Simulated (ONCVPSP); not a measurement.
# germanium ONCV: all-electron and pseudo phase curves

```json
{
 "Element": "germanium",
 "Generator": "ONCVPSP 4.0.1",
 "Type": "optimised norm-conserving Vanderbilt (ONCV)",
 "Functional": "revPBE",
 "Relativity": "fully relativistic",
 "Frozen core": "[Ar] 3d10",
 "Valence charge": "4",
 "Reference configuration": "4s2 4p2",
 "Partial waves": "4s: rc 1.75 bohr, ncon 3, nbas 8, qcut 3.7 1/bohr, 1 projector; 4p: rc 2.10 bohr, ncon 4, nbas 8, qcut 3.8 1/bohr, 1 projector",
 "Local potential": "polynomial inside 1.30 bohr (lpopt 5, dvloc0 3 Ha)",
 "Core correction": "none"
}
```

Open shells are filled in proportion to 2j + 1.

The phase is arctan(r·R′/R) of the radial function R(r), unwrapped; energies in Ha, scanned from -2 to 5 Ha. A pole is an energy at which the radial function vanishes at the test radius. The pseudo phase is shifted by a multiple of π to meet the all-electron one at the reference energy, and phase errors are pseudo minus all-electron; the curves can meet again beyond the range given. Levels narrower than the energy grid can be missing from the lists of poles.

```tsv
channel	radius (bohr)	reference energy (Ha)	poles, all-electron	poles, pseudo	unbroken range about the reference energy with phases within 0.05 rad	phase error 1 Ha above the reference energy (rad)
s	1.78	-0.43	1.92	1.02, 2.96	below 0.7	-0.035
p3/2	2.13	-0.14	1.42	1.26, 4.26	below 1.5	-0.016
p1/2	2.13	-0.15	1.37	1.22, 4.28	below 1.5	-0.015
```

Note: no bound ghost flagged; GHOST(+) flagged for s at 31.7 eV.

Phases in the p3/2 channel:

| E (Ha) | all-electron | pseudo |
| --- | --- | --- |
| -1.98 | 1.207 | 1.202 |
| -1.62 | 1.136 | 1.131 |
| -1.26 | 1.018 | 1.011 |
| -0.90 | 0.784 | 0.776 |
| -0.54 | 0.237 | 0.230 |
| -0.18 | -0.631 | -0.631 |
| 0.18 | -1.125 | -1.128 |
| 0.54 | -1.343 | -1.352 |
| 0.90 | -1.462 | -1.478 |
| 1.26 | -1.541 | -1.572 |
| 1.62 | -1.604 | -1.665 |
| 1.98 | -1.663 | -1.802 |
| 2.34 | -1.730 | -2.207 |
| 2.70 | -1.820 | -3.898 |
| 3.06 | -1.973 | -4.434 |
| 3.42 | -2.331 | -4.576 |
| 3.78 | -3.286 | -4.648 |
| 4.14 | -4.073 | -4.698 |
| 4.50 | -4.349 | -4.740 |
| 4.86 | -4.473 | -4.781 |
